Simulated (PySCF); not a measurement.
Compound: C6H12F2O.
Cartesian coordinates in Å at the PBE0-D3(BJ)/def2-SVP level; atoms count from 1:
```xyz
21
C6H12F2O angstrom
C     -2.1166   -1.3162    0.3876
C     -1.2201   -0.2436   -0.1954
C     -1.7882    1.1540   -0.0127
O      0.0390   -0.3739    0.4434
C      1.1488    0.1419   -0.2406
C      2.0466   -0.9835   -0.7162
C      1.8672    1.0835    0.7099
F      1.0947    2.1587    0.9760
F      3.0089    1.5339    0.1379
H     -3.1170   -1.2825   -0.0681
H     -2.2239   -1.1681    1.4731
H     -1.6842   -2.3135    0.2200
H     -1.0897   -0.4421   -1.2794
H     -2.7599    1.2495   -0.5208
H     -1.9289    1.3639    1.0586
H     -1.1117    1.9212   -0.4151
H      0.8367    0.7626   -1.1024
H      2.9283   -0.5957   -1.2449
H      1.4854   -1.6403   -1.3959
H      2.3813   -1.5902    0.1392
H      2.1170    0.5898    1.6658
```

Theory: TDDFT CAM-B3LYP/def2-SVPD, vertical, gas phase, core orbitals frozen in the response in PySCF.

Ground-to-excited transition dipoles (e·a0, same axes as the geometry; the sign carries no meaning), for the states with f of 0.002 or more among the lowest 9:

```csv
state,E (eV),μx,μy,μz
S1,7.543,-0.185,0.111,-0.106
S2,8.034,0.044,-0.104,-0.204
S4,8.484,0.130,0.038,-0.106
S6,8.961,0.054,0.109,0.164
S7,9.159,-0.112,0.348,0.174
S8,9.346,0.417,-0.234,-0.021
S9,9.392,-0.302,0.006,0.127
```

What oscillator strength does each state have?

f = (2/3) ΔE |μ|² with ΔE in hartree (27.2114 eV).

```json
{"state": "S1", "|μ|² (au)": "0.058", "|μ| (D)": "0.61", "f": "0.011"}
{"state": "S2", "|μ|² (au)": "0.054", "|μ| (D)": "0.59", "f": "0.011"}
{"state": "S4", "|μ|² (au)": "0.029", "|μ| (D)": "0.44", "f": "0.006"}
{"state": "S6", "|μ|² (au)": "0.042", "|μ| (D)": "0.52", "f": "0.009"}
{"state": "S7", "|μ|² (au)": "0.164", "|μ| (D)": "1.03", "f": "0.037"}
{"state": "S8", "|μ|² (au)": "0.229", "|μ| (D)": "1.22", "f": "0.053"}
{"state": "S9", "|μ|² (au)": "0.107", "|μ| (D)": "0.83", "f": "0.025"}
```

Which bond between heavy atoms lies closest to the direction of the S8 transition dipole?

C7–F8 and C5–C6, at 26° from it; next C2–O4 at 37°.

What angle do the transition dipoles of S1 and S7 make?

|cos θ| = |μa·μb| / (|μa| |μb|) = 0.42, so θ ≈ 65° (taken between 0 and 90°, since the signs are arbitrary).

How is the summed strength of these states shared among x, y and z?

(2/3) Σ ΔE μα² gives 0.075 for x, 0.047 for y and 0.029 for z, 0.151 in all.

All these states lie below the vertical ionisation energy of 9.82 eV (ΔSCF).

One conformer stands for the species.

Without π bonds the low states may be Rydberg-like; a valence basis with one diffuse set may place them up to an eV too high.
